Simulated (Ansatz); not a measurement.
# What each rung costs, and what it gives

Saddle point of AlH₅O₃, singlet (AlH₃O ([OH][AlH2]) + H₂O₂ ([OH][OH]) → AlH₃O₂ ([OH][O][AlH2]) + H₂O (still joined by a long Al–O bond); bonds formed: O2–H5; dative contacts that become bonds: Al1–O6; bonds broken: H5–O6; bonds weakened to dative contacts: Al1–O2), PBE0-D4/def2-TZVP structure:

```xyz
9
angstrom
Al -0.9035 -0.4908 0.3482
O 0.8278 -0.8904 0.9120
H -1.5317 -1.7232 -0.4269
H -1.6880 0.4583 1.3326
H 0.9805 -0.1198 -0.0219
O 0.2665 0.4689 -0.8249
O 0.3044 1.8811 -0.6251
H 1.2178 -1.7616 0.8222
H 0.5260 2.1774 -1.5163
```

Barriers are electronic and count from the start structure reached by relaxing down the imaginary mode.

Program: Ansatz 0.2.0. Basis: as named in each row. Cores are frozen in the correlated methods. B3LYP uses VWN-RPA correlation. Extrapolation: Hartree–Fock as exp(−7.88 √X), correlation as X^−2.97.

Times are rough, for one single point on 4 threads of a shared host (Intel Xeon).

The estimate by CCSD(T) at an estimated basis limit (MP2 extrapolated from triple and quadruple zeta, plus CCSD(T) − MP2 in triple zeta) is 8.01 kcal/mol.

| method | basis | time (s) | barrier (kcal/mol) | method less estimate |
| --- | --- | --- | --- | --- |
| HF | STO-3G | under 1 | -6.57 | -14.58 |
| PBE-D4 | STO-3G | under 1 | -29.47 | -37.48 |
| SPW92 | def2-SVP | 1 | -3.74 | -11.75 |
| PBE-D4 | def2-SVP | 1 | 0.35 | -7.66 |
| B3LYP-D4 | 6-31G | 2 | 0.97 | -7.04 |
| SPW92 | def2-TZVPP | 2 | 0.07 | -7.94 |
| PBE0-D4 | def2-SVP | 2 | 2.60 | -5.42 |
| PBE-D4 | def2-TZVPP | 3 | 3.82 | -4.19 |
| BLYP-D4 | def2-TZVPP | 3 | 5.46 | -2.55 |
| PBE0-D4 | def2-TZVPP | 4 | 5.77 | -2.24 |
| B3LYP-D4 | def2-TZVPP | 4 | 6.77 | -1.25 |
| r2SCAN-D4 | def2-TZVPP | 4 | 5.21 | -2.81 |
| BHLYP-D4 | def2-TZVPP | 5 | 9.28 | 1.27 |
| CCSD(T) | def2-SVP | 6 | 5.54 | -2.48 |
| wB97M-V | def2-SVP | 6 | 3.93 | -4.08 |
| r2SCAN0-D4 | def2-TZVPP | 6 | 6.61 | -1.41 |
| CAM-B3LYP-D4 | def2-TZVPP | 6 | 6.72 | -1.30 |
| B97M-V | def2-TZVPP | 8 | 8.78 | 0.76 |
| B2PLYP | def2-TZVPP | 8 | 7.14 | -0.87 |
| wB97M-V | def2-TZVPP | 9 | 7.50 | -0.52 |
| wB97X-V | def2-TZVPP | 10 | 7.19 | -0.82 |
| RPA on PBE | def2-TZVPP | 11 | 7.00 | -1.01 |
| PBE-QIDH | def2-TZVPP | 12 | 6.93 | -1.08 |
| MP2 | def2-QZVPP | 33 | 6.79 | -1.22 |
| CCSD(T) | def2-TZVPP | 69 | 7.75 | -0.26 |

All methods are single points on the PBE0-D4 structures; a negative value means that the method puts the saddle structure below the start.

No T1 diagnostic of these runs exceeds 0.012.

Labels in which every atom is bracketed show which atoms are joined, not bond orders.
